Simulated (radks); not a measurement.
All-electron atom: the promethium ion Pm2+ in [Xe] 4f5 (the NIST ground configuration). All-electron calculation, scalar-relativistic Kohn-Sham, PBEsol, spin-unpolarised, spherical densities, point nucleus. Program: a radial shooting solver on a logarithmic mesh with Libxc functionals.

Normalised radial functions P(r) = r R(r), r in bohr:

r,4p,4d,5p
0.00331,0.0170,0.0002,0.0063
0.00438,0.0275,0.0004,0.0101
0.005795,0.0440,0.0009,0.0162
0.007668,0.0697,0.0019,0.0256
0.01015,0.1089,0.0040,0.0400
0.01342,0.1661,0.0084,0.0610
0.01776,0.2456,0.0175,0.0902
0.0235,0.3467,0.0355,0.1273
0.03109,0.4584,0.0696,0.1681
0.04081,0.5482,0.1286,0.2006
0.054,0.5667,0.2285,0.2065
0.07145,0.4373,0.3761,0.1573
0.09454,0.1095,0.5586,0.0349
0.1251,-0.3666,0.7197,-0.1402
0.1655,-0.7728,0.7479,-0.2833
0.219,-0.7782,0.5119,-0.2674
0.2898,-0.1947,-0.0334,-0.0282
0.3834,0.7317,-0.7306,0.3095
0.5032,1.3830,-1.2354,0.4553
0.6658,1.3801,-1.3096,0.2132
0.881,0.8742,-0.9737,-0.3112
1.166,0.3588,-0.5188,-0.7669
1.542,0.0913,-0.1933,-0.8879
2.041,0.0131,-0.0472,-0.6833
2.7,0.0009,-0.0068,-0.3645
3.573,0.0000,-0.0005,-0.1309
4.727,0.0000,0.0000,-0.0291

4p: eigenvalue -249.42 eV, 2 radial nodes at r = 0.101, 0.308 bohr, <r> = 0.628 bohr, 90 % of the charge inside 0.914 bohr. 4d: eigenvalue -135.67 eV, 1 radial node at r = 0.286 bohr, <r> = 0.689 bohr, 90 % of the charge inside 1.04 bohr. 5p: eigenvalue -35.791 eV, 3 radial nodes at r = 0.100, 0.297, 0.753 bohr, <r> = 1.68 bohr, 90 % of the charge inside 2.45 bohr.
